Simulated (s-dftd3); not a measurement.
I$_{4}$Ti, singlet, geometry from GFN2-xTB (such geometries of metal compounds can be far from the true shape); s-dftd3 with D3(bjm) for b3lyp.

Input for s-dftd3:
```
$ s-dftd3 mol.xyz --bjm b3lyp --json dftd3.json --noedisp --grad

# file mol.xyz
5

Ti    -0.00000000     0.00000000    -0.00000000
I      2.09524070    -0.59546698    -1.49603154
I      0.78783176     0.44202976     2.48327520
I     -1.17364265     2.16819622    -0.95090116
I     -1.70942982    -2.01475900    -0.03634250
```

What the program printed (banner, timings and long lists left out):

```
-----------------------------------
 s i m p l e   D F T - D 3  v1.4.0
-----------------------------------

Rational (Becke-Johnson) damping: b3lyp-D3(BJ)
---------------------
  s6         1.0000
  s8         1.4667
  s9         0.0000
  a1         0.2787
  a2         4.6063
 alp        14.0000
--------------------

Dispersion energy:      -4.3278798058867E-02 Eh

Gradient norm:           8.9861413295529E-03 Eh/a0
--------------------------------------------------
     #    Z           dE/dx      dE/dy      dE/dz
--------------------------------------------------
     1   22 Ti    7.580E-12 -3.615E-12 -9.271E-13
     2   53 I     3.563E-03 -1.012E-03 -2.544E-03
     3   53 I     1.340E-03  7.516E-04  4.222E-03
     4   53 I    -1.996E-03  3.687E-03 -1.617E-03
     5   53 I    -2.907E-03 -3.426E-03 -6.179E-05
--------------------------------------------------

Virial:
--------------------------------------------------
      component           x          y          z
--------------------------------------------------
          x       2.992E-02 -1.629E-12 -1.802E-12
          y      -1.629E-12  2.992E-02  1.305E-11
          z      -1.802E-12  1.305E-11  2.992E-02
--------------------------------------------------

[Info] JSON dump of results written to 'dftd3.json'
```
